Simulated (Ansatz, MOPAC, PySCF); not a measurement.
Constitutional and geometric isomers with formula CH4B2. Gas-phase values, no solvent. One relaxed conformer stands for each flexible species; it need not be the lowest. Strings in code marks are SMILES.

Quantity: vertical ionisation energy (energy after one electron is removed minus that of the parent at the parent's geometry), in eV. The restricted reference of `BB=C` is unstable towards unrestricted orbitals.

Level 1: PBE-D3(BJ)/def2-TZVP // B3LYP-D3(BJ)/def2-TZVP (PySCF)
Level 2: minus the HOMO energy of HF/6-31G* // B3LYP-D3(BJ)/def2-TZVP (PySCF)
Level 3: minus the HOMO energy of PM6 // B3LYP-D3(BJ)/def2-TZVP (MOPAC)
Level 4: HF/cc-pVQZ // B3LYP-D3(BJ)/def2-TZVP (Ansatz, a first-principles code)

| species | level 1 | level 2 | level 3 | level 4 |
|---|---|---|---|---|
| `BB=C` | 9.49 | 8.87 | 8.91 | 7.78 |
